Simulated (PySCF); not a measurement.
This script is equivalent to a calculation on He (helium, neutral).

```python
from pyscf import gto, scf, dft, mp, cc
import basis_set_exchange as bse
mol = gto.M(atom="He 0 0 0", charge=0, spin=0, symmetry="D2h",
            basis=gto.basis.parse(bse.get_basis("aug-cc-pVDZ-DK", elements=["He"], fmt="nwchem", header=False)),
            nucmod="G")
mf = dft.UKS(mol, xc="R2SCAN").sfx2c1e()
mf.irrep_nelec = {'Ag': (1, 1)}
mf.kernel()
```

Task: What total energy does it give?

Result: -2.899 hartree (calculated).

Task: Which occupied shell lies highest, and where?

Result: 1s, at -16.515 eV.
